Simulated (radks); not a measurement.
Spherical jellium clusters: N electrons in a uniform positive sphere of charge N and radius rs N^(1/3), rs = 3.47 bohr. Level of theory: non-relativistic Kohn-Sham, PBEsol, spin-polarised, spherical densities (a radial shooting solver with Libxc functionals). Levels are named by radial order and angular momentum (1s, 1p, 1d, 2s, ...), and open shells are averaged over m. Each electron was tried in the lowest free levels, single moves between levels near the top were tried too, and the lowest total energy was kept; such a search can miss a lower state. Energies include the self-energy of the background; IP and EA are vertical (highest electron removed, lowest free level filled), at fixed background; spill-out counts the electrons outside the background radius R, and alpha is the static dipole polarisability from linear response (closed shells only). A dash means not computed or, for alpha, an open shell; in EA it means that no bound solution was reached, which is typical of self-interaction and does not show that the anion is unstable. Real open-shell clusters deform, which this model forbids.

| N | open shells | 2S | E(N+1) + E(N-1) - 2E(N) (eV) | IP (eV) | EA (eV) | -e(HOMO) (eV) | spill-out (e) |
|---|---|---|---|---|---|---|---|
| 1 | 1s(up 1, down 0) | 1 | - | - | - | 3.296 | 0.42 |
| 2 | none | 0 | 1.282 | 5.780 | - | 3.537 | 0.61 |
| 3 | 1p(up 1, down 0) | 1 | -0.768 | 4.068 | - | 2.248 | 0.94 |
| 4 | 1p(up 2, down 0) | 2 | -0.547 | 4.757 | - | 2.868 | 1.13 |
| 5 | 1p(up 3, down 0) | 3 | 0.458 | 5.136 | - | 3.270 | 1.27 |
| 6 | 1p(up 3, down 1) | 2 | -0.522 | 4.523 | - | 2.896 | 1.42 |
| 7 | 1p(up 3, down 2) | 1 | -0.351 | 4.952 | 1.719 | 3.289 | 1.54 |
| 8 | none | 0 | 1.523 | 5.210 | - | 3.559 | 1.65 |
| 9 | 1d(up 1, down 0) | 1 | -0.337 | 3.602 | - | 2.137 | 1.84 |
| 10 | 1d(up 2, down 0) | 2 | -0.284 | 3.929 | - | 2.465 | 2.00 |
| 11 | 1d(up 3, down 0) | 3 | -0.243 | 4.181 | - | 2.726 | 2.14 |
| 12 | 1d(up 4, down 0) | 4 | -0.210 | 4.381 | 1.562 | 2.939 | 2.25 |
| 13 | 1d(up 5, down 0) | 5 | 0.457 | 4.544 | 1.239 | 3.118 | 2.35 |
| 14 | 1d(up 5, down 0) 2s(up 1, down 0) | 6 | -0.200 | 4.039 | 1.362 | 2.730 | 2.61 |
| 15 | 1d(up 5, down 2) | 3 | -0.235 | 4.237 | 1.613 | 2.902 | 2.57 |
| 16 | 1d(up 5, down 3) | 2 | -0.177 | 4.414 | 1.802 | 3.086 | 2.66 |
| 17 | 1d(up 5, down 4) | 1 | -0.153 | 4.558 | 1.964 | 3.240 | 2.75 |
| 18 | none | 0 | 0.193 | 4.678 | 1.825 | 3.373 | 2.83 |
| 19 | 2s(up 1, down 0) | 1 | 0.296 | 4.454 | 1.612 | 3.189 | 3.00 |
| 20 | none | 0 | 0.606 | 4.161 | - | 2.972 | 3.22 |
| 21 | 1f(up 1, down 0) | 1 | -0.162 | 3.582 | 1.203 | 2.375 | 3.33 |
| 22 | 1f(up 2, down 0) | 2 | -0.147 | 3.726 | 1.359 | 2.526 | 3.43 |
| 23 | 1f(up 3, down 0) | 3 | -0.134 | 3.853 | 1.499 | 2.660 | 3.52 |
| 24 | 1f(up 4, down 0) | 4 | -0.123 | 3.965 | 1.626 | 2.781 | 3.60 |
| 25 | 1f(up 5, down 0) | 5 | -0.113 | 4.066 | 1.742 | 2.890 | 3.68 |
| 26 | 1f(up 6, down 0) | 6 | -0.104 | 4.156 | 1.848 | 2.989 | 3.75 |
| 27 | 1f(up 7, down 0) | 7 | 0.400 | 4.238 | 1.459 | 3.080 | 3.82 |
| 28 | 1f(up 7, down 1) | 6 | -0.126 | 3.816 | 1.594 | 2.693 | 3.89 |
| 29 | 1f(up 7, down 2) | 5 | -0.115 | 3.928 | 1.715 | 2.810 | 3.97 |
| 30 | 1f(up 7, down 3) | 4 | -0.105 | 4.027 | 1.825 | 2.915 | 4.04 |
| 31 | 1f(up 7, down 4) | 3 | -0.096 | 4.116 | 1.926 | 3.010 | 4.11 |
| 32 | 1f(up 7, down 5) | 2 | -0.089 | 4.196 | 2.019 | 3.097 | 4.18 |
| 33 | 1f(up 7, down 6) | 1 | -0.082 | 4.269 | 2.105 | 3.177 | 4.24 |
| 34 | none | 0 | 0.408 | 4.336 | 1.738 | 3.250 | 4.31 |
| 35 | 2p(up 1, down 0) | 1 | -0.064 | 3.913 | 1.839 | 2.866 | 4.48 |
| 36 | 2p(up 2, down 0) | 2 | -0.049 | 3.992 | 1.924 | 2.947 | 4.65 |
| 37 | 2p(up 3, down 0) | 3 | 0.316 | 4.054 | 1.657 | 3.014 | 4.82 |
| 38 | 2p(up 3, down 1) | 2 | -0.073 | 3.751 | 1.774 | 2.753 | 5.01 |
| 39 | 2p(up 3, down 2) | 1 | -0.058 | 3.848 | 1.872 | 2.849 | 5.21 |
| 40 | none | 0 | - | 3.926 | 1.627 | 2.931 | 5.40 |

All shells are closed at N = 2, 8, 18, 20, 34, 40 (there: 1s2 1p6 1d10 2s2 1f14 2p6); the second difference of the energy has clear peaks (12 % above both neighbours; the first and last values, which can be the largest, are not judged, and half-filled shells can peak too) at N = 5, 8, 13, 20, 27, 34, 37.
